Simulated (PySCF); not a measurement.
C2H9GaN, SMILES [CH3][Ga+]([CH3])<-[NH3] (connectivity only; charge and spin as stated), charge +1, multiplicity 1.

Coordinates come from a TPSSh-D3(BJ)/def2-SVP optimisation. The multiplicity is an assumed one; other spin states were not compared. The isomer is the one that the SMILES or the coordinates give; other isomers of the formula were not compared.

All values below come from r2SCAN/def2-TZVP in PySCF.

Gas-phase values at a fixed geometry.

```json
{
  "total_energy": "-2060.99701 hartree",
  "highest_occupied_level": "-11.93 eV",
  "lowest_empty_level": "-6.19 eV",
  "orbital_gap": "5.74 eV",
  "dipole_moment_about_the_centre_of_nuclear_charge": "4.11 D",
  "mean_static_polarisability": "57.2 bohr³ (8.47 Å³)",
  "polarisability_principal_values": "44.9, 56.1, 70.6 bohr³"
}
```
